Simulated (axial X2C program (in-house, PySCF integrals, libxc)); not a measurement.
Spectroscopic constants of MgCu

Calculated with an axial X2C code built on PySCF integrals. Spin-free means the one-electron spin-free X2C Hamiltonian; two-component (2c) means X2C with spin–orbit coupling and atomic mean-field two-electron Coulomb and Gaunt terms, so the difference of the two also holds small scalar two-electron terms. Basis: Cu dyall-cv3z [9s9p6d3f2g], Mg dyall-cv3z [9s8p6d3f] (cores contracted in-house); Gaussian nuclei, density fitting, unrestricted open shells. Masses: Cu 62.930 u, Mg 23.985 u.

State, spin-free: M_S = 1/2, Λ = 0 (beyond evenly filled blocks: σα); electrons by block: σα: 11, σβ: 10, π+α: 4, π+β: 4, π-α: 4, π-β: 4, δ+α: 1, δ+β: 1, δ-α: 1, δ-β: 1. Fragments: Cu + Mg.

State, 2c: Ω = 1/2 (⟨Sz⟩ = 0.50, ⟨Lz⟩ = 0.00 at PBE0); electrons by block: 1/2: 15, -1/2: 14, 3/2: 5, -3/2: 5, 5/2: 1, -5/2: 1. Fragments: Cu + Mg.

```csv
Hamiltonian,level,Re (Å),ωe (cm⁻¹),ωexe (cm⁻¹),Be (cm⁻¹),De (eV),D0 (eV),μ (D)
spin-free,PBE0,2.474,239.7,1.6,0.1585,0.895,0.881,0.69
spin-free,HF,2.759,144.5,2.61,0.1275,n/a,n/a,0.22
spin-free,MP2,2.406,271.5,1.84,0.1677,0.796,0.779,n/a
spin-free,B3LYP,2.471,237.5,1.73,0.159,0.830,0.815,1.03
2c,PBE0,2.475,239.5,1.6,0.1585,0.894,0.879,0.69
2c,HF,2.760,144.2,2.61,0.1274,n/a,n/a,0.23
2c,MP2,2.406,271.1,1.84,0.1676,0.793,0.777,n/a
2c,B3LYP,2.472,237.3,1.73,0.1589,0.829,0.814,1.03
```

Correlated methods: 13 electrons correlated (number of frozen shells: Cu 3 s, 2 p; Mg 2 s, 1 p), 293 virtual spin orbitals or spinors in MP2.

Dipoles are positive if Mg is the positive end.

Occupations by symmetry block were frozen at the best pattern of an incomplete PBE0 search. Dissociation energies refer to the lowest single-determinant-based atoms at the same level and basis. De is not given where an atomic determinant may have missed its ground term or J level, or where the truncated virtual space spoils (T). Density functionals use the spin component along the axis (collinear). The determinant is spin-polarised beyond a pure state at some levels (its spin-free form has ⟨S²⟩ too high), which makes Re and μ there less reliable.

Rough cost a point (2c) on 1 thread(s) of a shared host, integrals apart: PBE0 1 s, HF 0.7 s, B3LYP 1.1 s.

The whole task took 2.5 min on 1 thread of AMD EPYC 7R43 64-Core Processor (Zen 3), with other jobs on the host.
